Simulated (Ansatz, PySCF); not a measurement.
Reaction R1 → 0.5 P1 + P2, each structure at its B3LYP-D3(BJ)/def2-TZVP stationary point, reached from a drawn start (curvature not checked).
R1, H2O (SMILES O) (charge 0, multiplicity 1):
| atom | x (Å) | y (Å) | z (Å) |
|---|---|---|---|
| O | 0.0000 | 0.0000 | 0.3896 |
| H | 0.0000 | 0.7650 | -0.1949 |
| H | 0.0000 | -0.7650 | -0.1949 |
P1, H2 (SMILES [H][H]) (charge 0, multiplicity 1, Z-matrix in Å and degrees):
```
H
H 1 0.7440
```
P2: OH (SMILES [OH]), charge 0, multiplicity 2.

P less R. No zero-point or thermal terms; singlets are restricted closed shells; open shells are unrestricted; no spin–orbit coupling.

Correlated levels freeze the cores.

Codes used: Ansatz (a quantum-chemistry and plane-wave program) with Gaussian orbitals; PySCF for the D3/D4 terms. No computed number here is a measurement.

PBE/def2-TZVPP gives 298.6 kJ/mol for the reaction energy.

### Question
How do the other levels lie against it? Give each less PBE: PBE-D3(BJ)/def2-TZVPP, r2SCAN/def2-TZVPP, B3LYP/def2-TZVPP, wB97M-V/def2-TZVPP, B2PLYP/def2-TZVPP, MP2/cc-pVQZ, CCSD(T)/cc-pVQZ.

### Answer
PBE-D3(BJ)/def2-TZVPP 0.4; r2SCAN/def2-TZVPP -17.8; B3LYP/def2-TZVPP -18.1; wB97M-V/def2-TZVPP -7.4; B2PLYP/def2-TZVPP -11.5; MP2/cc-pVQZ 18.6; CCSD(T)/cc-pVQZ -6.6 kJ/mol. 2 of 7 lie above PBE; the widest gap is to MP2/cc-pVQZ.
